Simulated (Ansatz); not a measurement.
Ansatz (a quantum-chemistry and plane-wave program) input:

Ansatz 0.2 input:
```yaml
crystal:
  periodic: [false, false, false]
  atoms:
    - {symbol: C, position_ang: [0.26563088, -0.05769122, -0.00547996]}
    - {symbol: Br, position_ang: [0.26514199, 1.76597673, -0.45629083]}
    - {symbol: Br, position_ang: [-0.07988016, -0.46703616, 1.79509674]}
    - {symbol: Br, position_ang: [-0.47233607, -1.22669684, -1.27738820]}
basis:
  gaussian:
    orbitals: def2-TZVP
hamiltonian:
  xc: b3lyp
  dispersion: d3bj
magnetization: {spin_polarized: true, initial_magnetization: 1}
relax: {f_tol: 0.002, max_steps: 150}
```

Which total energy does the run end on?

-7760.61222 Eh (B3LYP-D3(BJ)/def2-TZVP). The basis has 175 functions.

It need not be the lowest isomer of its formula.
